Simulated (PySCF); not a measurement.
# Stretching BeP

Set-up: PySCF, no relativity, basis sets Be STO-3G, P STO-3G. Energies in eV from Be + P in their ground configurations at the same level. All curves are PBE0. state 1: ⁴Σ⁻ (quartet), unpaired electrons σ ↑, π ↑↑; state 2: Ms = 0.5 determinant of mixed spin (⟨S²⟩ near 1.8), unpaired electrons σ ↓, π ↑↑, a second solution, started from another occupation; state 3: ²Π (doublet), unpaired electrons π ↑, a second solution, started from another occupation; state 4: Ms = 0.5 determinant of mixed spin (⟨S²⟩ near 1.8), unpaired electrons σ ↑, π ↑↓, a mixture of terms (⟨Lz²⟩ = 2.0), a second solution, started from another occupation.

```csv
R (Å),state 1,state 2,state 3,state 4
1.700,-2.056,-1.681,-2.373,-1.479
1.779,-2.539,-2.185,-2.517,-1.965
1.858,-2.810,-2.475,-2.472,-2.236
1.918,-2.907,-2.584,-2.352,-2.331
1.977,-2.934,-2.622,-2.182,-2.354
2.036,-2.905,-2.603,-1.977,-2.321
2.115,-2.802,-2.508,-1.671,-2.208
2.214,-2.600,-2.309,-1.263,-1.989
2.333,-2.297,-1.995,-0.768,-1.656
2.491,-1.859,-1.510,-0.139,-1.163
```

Question: Put a parabola through the three lowest points of the state 1 curve and estimate Re, k and ωe (reduced mass 6.981 u; 1 eV/Å² = 0.16022 mdyn/Å; ωe = 1302.8·√(k/μ) cm⁻¹).

Answer: Through R = 1.918, 1.977, 2.036 Å the second-order coefficient is 8.04 eV/Å², so Re ≈ 1.976 Å, k ≈ 2.58 mdyn/Å and ωe ≈ 792 cm⁻¹. A polynomial fit of higher order to the unrounded PBE0 energies gives Re = 1.974 Å, k = 2.55 mdyn/Å, ωe = 787 cm⁻¹; anharmonicity and rounding make the difference.

The higher-order fit for each curve: state 1: Re = 1.974 Å, ωe = 787 cm⁻¹, De = 2.93 eV; state 2: Re = 1.984 Å, ωe = 784 cm⁻¹, minimum 2.62 eV below the ground-state fragments; state 3: Re = 1.796 Å, ωe = 1040 cm⁻¹, minimum 2.52 eV below the ground-state fragments; state 4: Re = 1.969 Å, ωe = 806 cm⁻¹, minimum 2.35 eV below the ground-state fragments.

⟨S²⟩ of the unrestricted solution departs from its pure value on part of the curve, where spin states mix. STO-3G is very small, so such numbers show the basis as much as the molecule. The state is the lowest determinant that a PBE0 search found; another state may lie lower at other levels.
